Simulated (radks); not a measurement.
Question: All-electron atom: Ir in [Xe] 4f14 5d7 6s1 6p1 (not the ground configuration). All-electron calculation, scalar-relativistic Kohn-Sham, SCAN, spin-polarised, spherical densities, finite nucleus; open shells are filled with parallel spins first (spin-orbit coupling, left out, can overturn this in heavy ions); meta-GGA in the generalised Kohn-Sham scheme; Fermi nuclear charge, rms radius 5.4032 fm. Program: a radial shooting solver on a logarithmic mesh with Libxc functionals. Some entries of the table are withheld. Estimate them.

orbital  occ.  eigenvalue (hartree)  <r^2> (bohr^2)
1s up       1             -2800.201       0.0004196
1s down     1             -2800.200       0.0004196
2s up       1             -490.9223        0.006413
2s down     1             -490.9168        0.006413
2p up       3             -426.4134        0.005363
2p down     3             -426.4078        0.005363
3s up       1             -115.3193         0.04140
3s down     1             -115.3171         0.04140
3p up       3             -96.34304         0.04240
3p down     3             -96.34007         0.04240
3d up       5             -75.40541         0.03521
3d down     5             -75.40010         0.03521
4s up       1             -24.87006          0.2020
4s down     1             -24.86042          0.2020
4p up       3             -18.61741          0.2303
4p down     3             -18.60851          0.2302
4d up       5             -10.90874          0.2648
4d down     5             -10.89817          0.2645
5s up       1              -3.75683           1.080
5s down     1              -3.68400           1.070
4f up       7              -2.37846             (1)
4f down     7              -2.36278             (2)
5p up       3              -2.15063           1.457
5p down     3              -2.06494           1.445
5d up       5              -0.36203           3.422
6s up       1                   (3)           9.079
5d down     2              -0.26259           3.409
6p up       1                   (4)           18.60

Answer: 
(1) 4f up <r^2> (bohr^2): 0.3526
(2) 4f down <r^2> (bohr^2): 0.3492
(3) 6s up eigenvalue (hartree): -0.31150
(4) 6p up eigenvalue (hartree): -0.09786
